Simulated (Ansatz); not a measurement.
Geometry optimisation, RKS BHLYP/def2-SVP in Ansatz.

input.yaml

```yaml
crystal:
  periodic: [false, false, false]
  atoms:
    - { symbol: O, position_ang: [0.18897, 0.23385, 1.94381] }
    - { symbol: S, position_ang: [-0.1835, -1.10022, 0.90243] }
    - { symbol: C, position_ang: [0.01641, -0.59121, -0.58826] }
    - { symbol: Si, position_ang: [-0.72642, 0.48793, -1.7744] }
    - { symbol: Cl, position_ang: [0.44722, 1.0556, -3.32946] }
    - { symbol: H, position_ang: [0.25731, -0.08594, 2.84588] }
basis:
  gaussian: { orbitals: def2-SVP }
hamiltonian:
  xc: { name: BHLYP }
relax:
  f_tol: 0.015
  max_steps: 40
```

Run as:

```bash
$ ansatz run input.yaml --threads 1 --pin off --max-ram 2048MiB --backend cpu --events-out ev --progress --plain --runs-dir out
```

**Question.** Where does it end, and by what steps?

**Answer.** It converged. After 19 steps the energy has fallen by 0.384 eV; Cl5 moved furthest, 0.48 Å.

| step | energy less start (eV) | largest force component (eV/Å) | accepted |
| --- | --- | --- | --- |
| 0 | 0.0000 | 1.471 | yes |
| 1 | -0.1703 | 1.746 | yes |
| 2 | -0.2273 | 1.328 | yes |
| 3 | -0.3341 | 0.538 | yes |
| 4 | -0.3592 | 0.307 | yes |
| 5 | -0.3696 | 0.267 | yes |
| 6 | -0.3732 | 0.087 | yes |
| 7 | -0.3752 | 0.143 | yes |
| 8 | -0.3779 | 0.102 | yes |
| 9 | -0.3748 | 0.139 | no |
| 10 | -0.3809 | 0.087 | yes |
| 11 | -0.3808 | 0.228 | no |
| 12 | -0.3829 | 0.045 | yes |
| 13 | -0.3832 | 0.035 | yes |
| 14 | -0.3823 | 0.118 | no |
| 15 | -0.3823 | 0.048 | no |
| 16 | -0.3837 | 0.038 | yes |
| 17 | -0.3838 | 0.028 | yes |
| 18 | -0.3833 | 0.106 | no |
| 19 | -0.3839 | 0.005 | yes |

```xyz
6
Properties=species:S:1:pos:R:3
O 0.104 0.223 1.969
S 0.079 -0.977 0.798
C -0.315 -0.375 -0.559
Si -1.051 0.359 -2.015
Cl 0.736 0.938 -2.971
H 0.447 -0.167 2.778
```

Whether the end is a true minimum wasn't checked by a vibrational analysis.

Time of the run: 87 s on 1 thread of Arm Neoverse V1 (shared host), peak memory 0.17 GiB.
